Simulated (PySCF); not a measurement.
A PySCF script (with the pyscf-properties extension) for the NMR shieldings of SMILES N#C[C@H]1CC[SiH2]OC1, C5H9NOSi, on a GFN2-xTB geometry:

```python
import basis_set_exchange as bse
import numpy as np
from pyscf import gto, dft
from pyscf.prop import nmr

atoms = """
N     3.555779    0.427987    0.386155
C     2.463537    0.323436    0.065273
C     1.081146    0.175130   -0.317075
C     0.446455   -0.993739    0.454600
C    -0.927013   -1.348418   -0.116434
Si   -2.004276    0.224888   -0.135660
O    -0.984792    1.442846   -0.500500
C     0.339788    1.498939   -0.067854
H     1.041746   -0.043872   -1.391594
H     0.353549   -0.712192    1.507115
H     1.115125   -1.858711    0.402691
H    -0.796979   -1.742829   -1.126380
H    -1.361888   -2.151807    0.476455
H    -2.578511    0.409459    1.201208
H    -2.953386    0.311559   -1.230835
H     0.827839    2.310054   -0.619663
H     0.374883    1.739301    1.002589
"""
names = dict.fromkeys(["N", "C", "Si", "O", "H"], "pcSseg-1")
basis = {el: gto.basis.parse(bse.get_basis(n, elements=[el], fmt="nwchem")) for el, n in names.items()}
mol = gto.M(atom=atoms, basis=basis, charge=0, verbose=0)
mf = dft.RKS(mol, xc="PBE0")
mf.grids.level = 2
mf.grids.alignment = dft.numint.BLKSIZE   # the property module wants whole blocks of grid points
mf.conv_tol = 1e-9
mf.kernel()

calc = nmr.RKS(mf)   # GIAO
C = mf.mo_coeff
Co = C[:, mf.mo_occ > 0]
resp = mf.gen_response(singlet=True, hermi=2)
def vind(x):   # induced exchange potential for any number of trial vectors
    d = np.einsum("pi,xij,qj->xpq", C, 2 * x.reshape(-1, C.shape[1], Co.shape[1]), Co, optimize=True)
    return np.einsum("xpq,pi,qj->xij", resp(d - d.transpose(0, 2, 1)), C, Co, optimize=True).ravel()
mo1, _ = nmr.rhf.solve_mo1(calc, with_cphf=vind)
sigma = calc.kernel(mo1)
for i, s in enumerate(sigma):   # ppm
    w = np.linalg.eigvalsh((s + s.T) / 2)
    print("%2d %-2s iso %8.1f  s11 %8.1f  s22 %8.1f  s33 %8.1f" % (i, mol.atom_pure_symbol(i), w.mean(), *w))
```

Question: What are the results?

Answer: 
```
 0 N  iso    -34.1  s11   -201.6  s22   -191.4  s33    290.9
 1 C  iso     62.6  s11    -59.0  s22    -49.2  s33    296.1
 2 C  iso    155.4  s11    145.8  s22    152.4  s33    168.2
 3 C  iso    155.3  s11    147.2  s22    149.5  s33    169.2
 4 C  iso    174.3  s11    163.7  s22    172.8  s33    186.6
 5 Si iso    371.5  s11    346.4  s22    350.0  s33    418.3
 6 O  iso    312.1  s11    235.4  s22    334.7  s33    366.3
 7 C  iso    117.0  s11     94.9  s22    108.2  s33    147.9
 8 H  iso     29.4  s11     25.6  s22     29.2  s33     33.4
 9 H  iso     29.9  s11     26.7  s22     28.9  s33     34.1
10 H  iso     29.1  s11     23.7  s22     28.7  s33     35.0
11 H  iso     30.7  s11     26.6  s22     28.6  s33     36.9
12 H  iso     31.0  s11     26.4  s22     28.0  s33     38.6
13 H  iso     26.7  s11     23.1  s22     24.7  s33     32.2
14 H  iso     26.9  s11     23.3  s22     24.6  s33     32.7
15 H  iso     27.3  s11     22.1  s22     27.7  s33     32.1
16 H  iso     27.8  s11     23.6  s22     27.7  s33     32.1
```

These numbers come from an equivalent density-fitted implementation of the same equations, which agrees with the script to about 0.01 ppm for H and up to a few tenths of a ppm for heavy atoms, so last digits may differ.

Question: Turn these shieldings into chemical shifts. Scale: NH3 for ¹⁵N (σref 267.73); ¹³C (σref 186.93) and ²⁹Si (σref 349.16) and ¹H (σref 31.72) against TMS; ¹⁷O (σref 336.08) against H2O (reference shieldings calculated alike).

Answer: Averaging equivalent atoms: N 0: 301.8; C 1: 124.3; C 7: 69.9; C 3: 31.6; C 2: 31.5; C 4: 12.6; Si 5: -22.4; O 6: 23.9; H 13: 5.06; H 14: 4.82; H 15: 4.44; H 16: 3.90; H 10: 2.60; H 8: 2.32; H 9: 1.83; H 11: 1.00; H 12: 0.72 ppm. Experimental scales use liquid or dissolved standards, which lie at an offset from isolated NH3 (liquid NH3: subtract about 20 ppm) and H2O (liquid H2O: subtract about 36 ppm). Unscaled 15N shifts of sp2 nitrogen come out 20 to 40 ppm too high even then.

Size and cost of the density-fitted run: 188 basis functions, 81 s wall time on 1 thread of an Intel Xeon, shared host; peak memory 0.89 GiB.
